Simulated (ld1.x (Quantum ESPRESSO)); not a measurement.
## Ranking PAW potentials for iron

All share these settings but for the change named:

iron (Fe), PAW, made with ld1.x (Quantum ESPRESSO) 7.5 (LDA (PZ), non-relativistic). Core [Ar], reference 3d6 4s1.75 4p0.25. Waves: 4s (bound): rcut 2.10, rcutus 2.65 bohr; 4s channel at 0.85 Ry: rcut 2.10, rcutus 2.65 bohr; 4p (bound): rcut 2.00, rcutus 2.35 bohr; 4p channel at 4.25 Ry: rcut 2.00, rcutus 2.35 bohr; 3d (bound): rcut 1.20, rcutus 1.55 bohr; 3d channel at 0.9 Ry: rcut 1.20, rcutus 1.55 bohr. Local part: all-electron potential smoothed inside 1.85 bohr (lloc = -1). Core correction: a·sin(br)/r model core, default radius (core density twice the valence density). Augmentation charge: BESSEL, radius 1.35 bohr.

Test errors are all-electron minus pseudo excitation energies from the reference, over 3d6 4s2 4p0; 3d6 4s1 4p0; 3d6 4s0 4p0; 3d6 4s0 4p2; 3d7 4s0 4p0; 3d6.5 4s1.5 4p0; 3d7 4s1 4p0. None of these files shows a bound ghost.

The base gives 83.3 meV.

Of 12 variants that were run, those that failed, showed a ghost or another fault, or gave nearly equal values are left out.

A variant can come out equal or close to the base, since the largest error may sit in a test that the change hardly touches while other tests move.

Rank these variants by their largest absolute test error, smallest first.
A. functional PBEsol
B. waves 4s (bound): rcut 2.10, rcutus 3.36 bohr; 4s channel at 0.85 Ry: rcut 2.10, rcutus 3.36 bohr
C. wave 4s channel at 0.85 Ry: rcut 2.10, rcutus 2.65 bohr becomes 4s channel at -0.21 Ry: rcut 2.10, rcutus 2.65 bohr

B (65.0 meV), C (83.3 meV), A (98.7 meV).
